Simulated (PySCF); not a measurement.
## Yb²⁺ (ytterbium, charge +2): UHF calculation

Configuration: [Xe] 4f13 5d1, one real determinant (an excited configuration). Computed with PySCF 2.14 in cc-pVTZ-X2C (10s9p7d5f3g1h, 145 functions), with the spin-free X2C one-electron Hamiltonian (Gaussian nucleus).

```json
{
  "Total energy": "-14053.800525 hartree",
  "One-electron energy": "-19255.8651 hartree",
  "Hartree (Coulomb) energy": "5494.3635 hartree",
  "Exchange energy": "-292.2989 hartree",
  "⟨S²⟩": "2.0023",
  "⟨L²⟩": "18.004",
  "Sum of ⟨r⟩": "36.55 bohr",
  "Sum of ⟨r²⟩": "38.65 bohr²",
  "Traceless quadrupole moment −½Σ⟨3z² − r²⟩ along its main axis": "-1.06 e·bohr²",
  "Langevin diamagnetic susceptibility": "-30.6 ×10⁻⁶ cm³/mol"
}
```

```tsv
shell	electrons	mean orbital energy (eV)	spread (eV)	rms radius, mean of both spins (bohr)
1s β	1	-61659.4	0	0.0223
1s α	1	-61659.4	0	0.0223
2s α	1	-10596.6	0	0.0901
2s β	1	-10596.6	0	0.0901
2p α	3	-9359.8	0.319	0.0815
2p β	3	-9359.7	0.221	0.0815
3s α	1	-2463.5	0	0.231
3s β	1	-2462.6	0	0.231
3p α	3	-2082.0	1.693	0.232
3p β	3	-2081.0	0.746	0.232
3d α	5	-1604.9	1.783	0.212
3d β	5	-1603.8	0.866	0.212
4s α	1	-532.01	0	0.519
4s β	1	-529.89	0	0.519
4p α	3	-403.81	2.650	0.552
4p β	3	-401.50	0.359	0.552
4d α	5	-229.78	3.270	0.604
4d β	5	-226.77	3.163	0.604
5s α	1	-86.286	0	1.29
5s β	1	-84.933	0	1.29
5p α	3	-53.392	1.745	1.51
5p β	3	-51.698	0.414	1.51
4f α	7	-37.023	3.048	0.814
4f β	6	-35.533	1.987	0.814
5d α	1	-19.824	0	2.45
```

⟨L²⟩ = 18.00 against 30 for a pure H term, so this real determinant mixes terms. Spin-orbit coupling, absent here, splits the open shell strongly.

Densities and radii are taken from the X2C orbitals without a picture-change correction, which distorts them close to the nucleus.

Spin-orbit constants ζ (cm⁻¹) from the X2C one-electron operator on these orbitals: bare nucleus, nucleus screened by l(l+1)(2l+1)/3 electrons, and screened by the Breit-Pauli mean field of the electrons.

```tsv
shell	bare	screened nucleus	mean field
2p	5347000	5195000	n/a
3p	1146000	1113000	n/a
3d	179500	153900	n/a
4p	255100	247800	n/a
4d	34060	29190	n/a
4f	5348	3209	n/a
5p	30790	29910	n/a
5d	1685	1444	n/a
```

To first order the Landé constant is A = -673.8 cm⁻¹, so the lowest level has J = 6 and lies 0.418 eV below the centre of the term. This holds in LS coupling only.
